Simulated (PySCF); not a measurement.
These are M06-2X/def2-TZVP // PBE0-D3(BJ)/def2-SVP run with PySCF 2.14.0 values and carry that method's errors. All species are isolated molecules in the gas phase. One relaxed conformer stands for a flexible species; it need not be the lowest. Delta-SCF ions had no search for a lower state. 

Reference species (SMILES): `s1c2c(sc(OC)c2)c(c1)[SiH3]` (C–O–C–S torsion 0°) (neutral, multiplicity 1).

```
Property                                   Value
--------------------------------------  --------
vertical ionisation energy (Delta-SCF)   7.61 eV
HOMO                                    -6.87 eV
```

Changed species: `COc1csc2c([SiH3])csc12` (C–O–C–C torsion 0°).

### Question
What does the change do to the vertical ionisation energy (Delta-SCF) and HOMO?

### Answer
the vertical ionisation energy (Delta-SCF) rises by 0.31 eV, to 7.92 eV; the HOMO decreases by 0.24 eV, to -7.11 eV.
